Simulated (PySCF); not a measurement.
# Ionisation energy of Tc²⁷⁺ by level of theory

Tc²⁷⁺ [Ne] 3s2 3p4 [3p1/2^2 3p3/2^2, M_J = 2] → Tc²⁸⁺ [Ne] 3s2 3p3 [3p1/2^2 3p3/2^1, M_J = 3/2], as a difference of total energies. All numbers are calculated (PySCF 2.14, the two-component X2C-1e Hamiltonian, in an uncontracted even-tempered set (19 s from 4 bohr⁻², ratio 2.4; 14 p from 5.2 bohr⁻², ratio 2.4; 5 d from 21 bohr⁻², ratio 2.6; 4 f from 32 bohr⁻², ratio 2.6)). Correlated levels: 1s2 frozen; the 56 highest virtual spinors dropped. "Screened" scales the spin-orbit matrix elements by Boettger's factors to mimic the two-electron term; Breit and QED terms are absent.

```json
{"method": "GHF (spin-free)", "ionisation energy (eV)": "1480.4"}
{"method": "GMP2 (spin-free)", "ionisation energy (eV)": "1481.5"}
{"method": "GHF (screened spin-orbit)", "ionisation energy (eV)": "1481.4"}
{"method": "GMP2 (screened spin-orbit)", "ionisation energy (eV)": "1481.8"}
```

Breit and QED terms and the two-electron picture change are absent.

The spin-free rows relax to the high-spin LS determinant and lack the spin-orbit shift.

The labels give the starting determinants; with spin-orbit coupling the two ends relaxed to ⟨J²⟩ = 6.00, ⟨L²⟩ = 2.90, ⟨S²⟩ = 1.56 and ⟨J²⟩ = 3.76, ⟨L²⟩ = 1.56, ⟨S²⟩ = 2.12.

For comparison: 1479.5 ± 2 eV (semi-empirical (NIST evaluation); NIST Atomic Spectra Database, ionization energies).
